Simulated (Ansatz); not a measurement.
`[CH3][SnH]1[CH2][InH]1`, one more setting.

```yaml
crystal:
  periodic: [false, false, false]
  atoms:
    - {symbol: C, position_ang: [-1.442100, 1.552412, 0.008153]}
    - {symbol: Sn, position_ang: [-0.677320, -0.426810, 0.370992]}
    - {symbol: C, position_ang: [1.542811, -0.455868, 0.311216]}
    - {symbol: In, position_ang: [0.976117, -1.923768, -1.184848]}
    - {symbol: H, position_ang: [-1.192660, 2.190015, 0.857453]}
    - {symbol: H, position_ang: [-2.524174, 1.522127, -0.117255]}
    - {symbol: H, position_ang: [-0.989180, 1.959760, -0.895289]}
    - {symbol: H, position_ang: [-1.250883, -0.979619, 1.896256]}
    - {symbol: H, position_ang: [2.106716, -0.787884, 1.183212]}
    - {symbol: H, position_ang: [1.994253, 0.449152, -0.102697]}
    - {symbol: H, position_ang: [1.456410, -3.099508, -2.327193]}
basis:
  gaussian: {orbitals: def2-TZVPP, final_grid: {core_spheres: 8, valence_spheres: 7, degree: 23}}
hamiltonian: {xc: {name: PBE0}, dispersion: d3bjatm}
scf: {lower_state_search: full}
output: {forces: true}
```

```sh
$ ansatz run in.yaml --threads 4 --pin off --events-out ev --progress --plain --max-ram 10444MiB
```

It prints (some lines left out):

```
Functional definition: PBE0
1715 factors; their error is unknown
mean field evaluation 1: about -13174.1620 eV, gradient 8.1e1 eV
mean field evaluation 2: about -13122.3173 eV, gradient 1.3e2 eV
mean field evaluation 4: about -13189.7065 eV, gradient 1.1e1 eV
mean field evaluation 8: about -13189.9924 eV, gradient 1.1e-1 eV
mean field evaluation 16: about -13190.1009 eV, gradient 5.7e-3 eV
mean field -13190.10091562 eV, -484.7272680774 hartree, gradient 4.8e-5 eV, S^2 0.000000; 0 other end points of the search recorded, 0 dependent functions left out
reference -13190.10096237 eV, -484.7272697954 hartree; 31, 31 occupied and 229, 229 virtual orbitals, 1715 factors
Total energy: -13190.31927916 eV, -484.7352927895 hartree
Atom 0 at    -1.442100     1.552412     0.008153 Å, force    -0.013271     0.037586    -0.006365 eV/Å
Atom 1 at    -0.677320    -0.426810     0.370992 Å, force     0.005039    -0.000271    -0.000447 eV/Å
Atom 2 at     1.542811    -0.455868     0.311216 Å, force     0.016508     0.015570     0.013639 eV/Å
Atom 3 at     0.976117    -1.923768    -1.184848 Å, force     0.001169     0.006266     0.003839 eV/Å
Atom 4 at    -1.192660     2.190015     0.857453 Å, force    -0.004178    -0.022375    -0.023438 eV/Å
Atom 5 at    -2.524174     1.522127    -0.117255 Å, force     0.028217    -0.004730     0.005868 eV/Å
Atom 6 at    -0.989180     1.959760    -0.895289 Å, force    -0.010613    -0.013475     0.023041 eV/Å
Atom 7 at    -1.250883    -0.979619     1.896256 Å, force     0.000591     0.000959    -0.002476 eV/Å
Atom 8 at     2.106716    -0.787884     1.183212 Å, force    -0.013163     0.004849    -0.026072 eV/Å
Atom 9 at     1.994253     0.449152    -0.102697 Å, force    -0.009869    -0.026792     0.008960 eV/Å
Atom 10 at     1.456410    -3.099508    -2.327193 Å, force    -0.000432     0.002412     0.003452 eV/Å
Dipole moment:     0.132852    -0.018164    -0.196377 e Å
```

Run time 4 s (4 threads of an Intel Xeon Platinum 8488C on a shared host); peak host memory 0.85 GiB.
